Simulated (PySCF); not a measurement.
C3H8BNO. Atoms are numbered in the order given.

```xyz
14

C      2.2154     0.0934     1.1994
C      1.2674    -0.7161     0.6866
C      0.5667    -0.5369    -0.6241
B     -0.8850     0.1254    -0.4853
N     -1.1774     0.9354     0.6374
O     -1.7827    -0.1231    -1.5073
H      2.6021     0.9562     0.6300
H      2.6521    -0.0859     2.1944
H      0.9221    -1.5670     1.3044
H      1.1590     0.1211    -1.2991
H      0.4480    -1.5061    -1.1539
H     -0.4672     1.0835     1.3563
H     -2.0514     1.4325     0.8044
H     -2.6334     0.3330    -1.3854
```
Charge 0, spin multiplicity 1.

Coordinates come from a PBE-D3(BJ)/def2-SVP optimisation. Other conformers were not sampled.

Level of theory: PBE/def2-TZVP (PySCF).

ESP charges are fitted to the potential on shells at 1.4 to 2.0 van der Waals radii. Atomic charges (e):

```csv
atom,Löwdin,IAO,ESP fit
C1,-0.25,-0.36,-0.60
C2,…,-0.11,0.02
C3,-0.19,-0.42,-0.33
B4,…,0.38,0.69
N5,…,-0.59,-1.11
O6,0.18,-0.54,-0.71
H7,0.12,0.14,0.22
H8,0.12,0.15,0.20
H9,0.15,0.14,0.11
H10,…,0.16,0.13
H11,…,0.16,0.12
H12,0.19,0.28,0.42
H13,0.17,0.26,0.41
H14,…,0.35,0.43
```

Fill in the missing entries. (An estimate is asked for; the answer gives what the named calculation found.)


- C2, Löwdin: -0.19
- B4, Löwdin: -0.88
- N5, Löwdin: 0.04
- H10, Löwdin: 0.17
- H11, Löwdin: 0.17
- H14, Löwdin: 0.20

Give the Mayer and Wiberg (Löwdin basis) orders of the bonds. (The exact figures need the calculation; the answer reports its results.)


```
bond    Mayer  Wiberg
------  -----  ------
C1–C2    1.94    2.15
C2–C3    1.00    1.24
C3–B4    0.98    1.14
B4–N5    1.33    1.80
B4–O6    1.34    1.94
C1–H7    0.95    0.89
C1–H8    0.95    0.90
C2–H9    0.95    0.82
C3–H10   0.92    0.79
C3–H11   0.93    0.79
N5–H12   0.90    0.88
N5–H13   0.92    0.90
O6–H14   0.89    0.95
```
